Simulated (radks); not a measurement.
Valence configurations of neutral scandium (all share [Ar]). All-electron calculation, scalar-relativistic Kohn-Sham, SCAN, spin-polarised, spherical densities, finite nucleus; open shells are filled with parallel spins first; meta-GGA in the generalised Kohn-Sham scheme; Fermi nuclear charge, rms radius 3.5459 fm. Program: a radial shooting solver on a logarithmic mesh with Libxc functionals. Energies are relative to 3d1 4s2; eigenvalues in eV for spin up.

valence          E (eV)  moment (Bohr magnetons)   e(3d)   e(4p)   e(4s)
3d1 4s2           0.000                        1  -3.380       -  -4.477
3d2 4s1           0.634                        3  -1.671       -  -4.173
3d3               3.304                        3  -0.988       -       -
3d2 4p1           3.382                        3  -2.507  -1.973       -
3d1 4s1.5 4p0.5   1.117                        2  -4.024  -2.047  -5.132
3d0.5 4s2 4p0.5   1.289                        1  -5.385  -2.161  -5.353
3d1.5 4s0.5 4p1   2.395                        3  -3.376  -2.171  -5.060

NIST lists [Ar] 3d1 4s2 as the ground configuration; this level of theory agrees among the configurations tried. The energies are those of spherical high-spin densities, not of single terms. No valid solution was reached for [Ar] 4s2 4p1; [Ar] 3d1 4s1 4p1; [Ar] 3d1.5 4s1.5.
